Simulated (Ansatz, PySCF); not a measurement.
System: SnS, charge 0, multiplicity 1. 
Geometry from a B3LYP-D3(BJ)/def2-TZVP (Ansatz, a program for electronic structure) optimisation:
SMILES: [S]=[Sn]
```xyz
2

Sn     0.0000     0.0000    -0.5388
S      0.0000     0.0000     1.6838
```

Total electronic energies in hartree. Correlated levels leave the core frozen unless marked. No spin-orbit coupling. Frozen are the shells of the preceding noble gas and the d and f shells that filled before the atom's block. Past Kr the def2 sets carry scalar-relativistic core potentials. STO-3G rows are all-electron and non-relativistic. CBS(X,Y): correlation extrapolated as X^-3; Hartree-Fock from the larger set. [CCSD(T)-MP2]/basis is that difference in the basis named.

The T1 diagnostic of CCSD in the largest basis is 0.026, which is high, so the coupled-cluster rows are less sure than usual.

| level | program | energy (Eh) |
|---|---|---|
| HF/def2-TZVPPD | Ansatz | -610.93802 |
| RI-HF/def2-TZVPP | Ansatz | -610.93706 |
| RI-HF/def2-QZVPPD | Ansatz | -610.94960 |
| BLYP-D3(BJ)/def2-TZVPD | Ansatz + dftd3 | (withheld) |
| TPSS/def2-TZVPD | PySCF | (withheld) |
| M06-L-D4/def2-TZVPD | PySCF + dftd4 | -612.70740 |
| PBE0/def2-QZVPP | Ansatz | (withheld) |
| BHLYP/def2-TZVPD | Ansatz | -612.47665 |
| r2SCANh/def2-TZVPD | Ansatz | -612.58808 |
| PW6B95-D3(BJ)/def2-TZVPD | PySCF + dftd3 | -613.00790 |
| MN15-D3(BJ)/def2-TZVPD | PySCF + dftd3 | -611.97856 |
| MN15/def2-TZVPD | PySCF | -611.97856 |
| HSE06-D4/def2-TZVPD | Ansatz + dftd4 | -612.40930 |
| HSE06/def2-TZVPD | Ansatz | -612.40779 |
| wB97M-V/def2-TZVPD | Ansatz | -612.48108 |
| RPA@PBE/def2-TZVPP | Ansatz | -611.33016 |
| MP2/def2-SVPD | Ansatz | -611.00294 |
| RI-MP2/def2-TZVPPD | Ansatz | -611.18677 |
| RI-MP2/CBS(def2-TZVPPD,def2-QZVPPD) | Ansatz | -611.2333 |
| SCS-MP2/STO-3G | Ansatz | -6356.53991 |
| CCSDT(Q)/def2-SVP | Ansatz | -611.01388 |
| RI-MP2/CBS(def2-TZVPPD,def2-QZVPPD)+[CCSD(T)-MP2]/def2-TZVPPD | Ansatz | -611.2681 |
| CCSD(T)/CBS(def2-TZVPPD,def2-QZVPPD) | Ansatz | -611.2652 |

Question: Fill in the missing entries.

Answer: 
- BLYP-D3(BJ)/def2-TZVPD, energy (Eh): -612.51708
- TPSS/def2-TZVPD, energy (Eh): -612.48793
- PBE0/def2-QZVPP, energy (Eh): -612.42876
